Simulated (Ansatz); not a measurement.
Single points on (MgO)3 ring (Mg3O3).

```yaml
crystal:
  periodic: [false, false, false]
  atoms:
    - {symbol: Mg, position_ang: [1.443772, 0.286979, -0.861553]}
    - {symbol: O, position_ang: [0.005486, 1.230215, -1.505648]}
    - {symbol: Mg, position_ang: [-1.439248, 0.791126, -0.460102]}
    - {symbol: O, position_ang: [-1.645972, -0.327585, 0.981767]}
    - {symbol: Mg, position_ang: [-0.004548, -1.078242, 1.321562]}
    - {symbol: O, position_ang: [1.640500, -0.902492, 0.523974]}
basis:
  gaussian: {orbitals: STO-3G}
hamiltonian: {xc: hf}
scf: {omitted_lower_state_checks: [starts]}
output: {orbitals: {seedname: orbitals}}
```

The file start.molden holds the orbitals of an earlier run on this structure, at another level or in another basis.

```sh
$ ansatz run in.yaml --threads 4 --pin off --events-out ev --progress --plain --max-ram 3916MiB
```

It prints (some lines left out):

```
Functional definition: HF
474 factors; integrals over basis functions are off by at most 2.9e-4 eV
mean field evaluation 1: about -22109.3600 eV, gradient 5.0e1 eV
mean field evaluation 2: about -22110.0399 eV, gradient 5.2e1 eV
mean field evaluation 4: about -22120.4631 eV, gradient 2.4e0 eV
mean field evaluation 8: about -22120.6008 eV, gradient 1.3e-1 eV
mean field -22120.60108736 eV, -812.9170960787 hartree, gradient 2.2e-5 eV, S^2 0.000000; 0 other end points of the search recorded, 0 dependent functions left out
reference -22120.60108736 eV, -812.9170960787 hartree; 30, 30 occupied and 12, 12 virtual orbitals, 474 factors
Total energy: -22120.60108736 eV, -812.9170960787 hartree
Checks for a lower state left out: starts
```

First input, but with `gaussian: {orbitals: def2-TZVPD, initial_orbitals: start.molden}`, `hamiltonian: {xc: pbe0, dispersion: d4}` (abridged; 2.9 s):

```
Functional definition: PBE0
mean field -22466.56735507 eV, -825.6311219125 hartree, gradient 8.0e-6 eV, S^2 0.000000
Total energy: -22466.70616762 eV, -825.6362231798 hartree
Checks for a lower state left out: starts
```

First input, but with `gaussian: {orbitals: 6-31G}`, `hamiltonian: {xc: {name: B3LYP}, dispersion: d4}` (abridged; 0.85 s):

```
Functional definition: B3LYP
mean field evaluation 16: about -22477.3483 eV, gradient 2.5e-4 eV
mean field -22477.34833939 eV, -826.0273157788 hartree, gradient 3.8e-5 eV, S^2 0.000000
Total energy: -22477.61306536 eV, -826.0370442784 hartree
Checks for a lower state left out: starts
```

First input, but with `gaussian: {orbitals: 6-31G}` (abridged; 0.25 s):

```
Functional definition: HF
mean field -22407.32731239 eV, -823.4540904986 hartree, gradient 6.7e-5 eV, S^2 0.000000
Total energy: -22407.32731239 eV, -823.4540904986 hartree
Checks for a lower state left out: starts
```

The first input with `gaussian: {orbitals: def2-TZVP, initial_orbitals: start.molden}`, `hamiltonian: {xc: lda}` (abridged; 0.85 s):

```
Functional definition: SPW92
mean field -22361.84954722 eV, -821.7828134543 hartree, gradient 4.0e-5 eV, S^2 0.000000
Total energy: -22361.84959996 eV, -821.7828153923 hartree
Checks for a lower state left out: starts
```

First input, but with `gaussian: {orbitals: def2-TZVP, initial_orbitals: start.molden}`, `correlation: {method: mp2}` and without the key `hamiltonian` (abridged; 1.7 s):

```
Functional definition: HF
mean field -22413.17713993 eV, -823.6690676955 hartree, gradient 5.3e-6 eV, S^2 0.000000
6 core orbitals not correlated: weight in the atoms' cores, before any rotation towards them, 1.000 or more for the frozen orbitals, at most 0.000 for the correlated occupied ones
second order -36.35706067 eV of doubles, -0.00000000 eV of singles
Total energy: -22449.53420060 eV, -825.0051650314 hartree
Checks for a lower state left out: starts
```

As the first input, with `gaussian: {orbitals: def2-TZVPP, initial_orbitals: start.molden}`, `correlation: {method: ccsd_t}` and without the key `hamiltonian` (abridged; 2.2 min):

```
Functional definition: HF
mean field -22413.17713993 eV, -823.6690676955 hartree, gradient 5.3e-6 eV, S^2 0.000000
6 core orbitals not correlated: weight in the atoms' cores, before any rotation towards them, 1.000 or more for the frozen orbitals, at most 0.000 for the correlated occupied ones
second order -36.35706067 eV of doubles, -0.00000000 eV of singles
cycle   1  -35.15078832 eV  change     1.2e0 eV  update   1.8e-1
cycle   2  -35.93481131 eV  change   -7.8e-1 eV  update   7.4e-2
cycle   3  -36.16221904 eV  change   -2.3e-1 eV  update   3.0e-2
cycle   4  -36.15166478 eV  change    1.1e-2 eV  update   1.1e-2
cycle   5  -36.13892702 eV  change    1.3e-2 eV  update   3.9e-3
cycle   6  -36.13932569 eV  change   -4.0e-4 eV  update   1.5e-3
cycle   7  -36.13948474 eV  change   -1.6e-4 eV  update   6.1e-4
cycle   8  -36.13906056 eV  change    4.2e-4 eV  update   2.7e-4
cycle   9  -36.13899990 eV  change    6.1e-5 eV  update   9.8e-5
cycle  10  -36.13911554 eV  change   -1.2e-4 eV  update   4.6e-5
cycle  11  -36.13905916 eV  change    5.6e-5 eV  update   2.2e-5
cycle  12  -36.13903292 eV  change    2.6e-5 eV  update   1.0e-5
perturbative correction -1.12441806 eV, -0.0413216015 hartree
Total energy: -22450.44059091 eV, -825.0384742608 hartree
Checks for a lower state left out: starts
```

Geometry: PBE0-D4/def2-SVP.

B3LYP takes the VWN-RPA correlation. Correlated methods freeze 6 core orbitals; core or outer-core shells of Mg are correlated, in sets that lack core-valence functions.
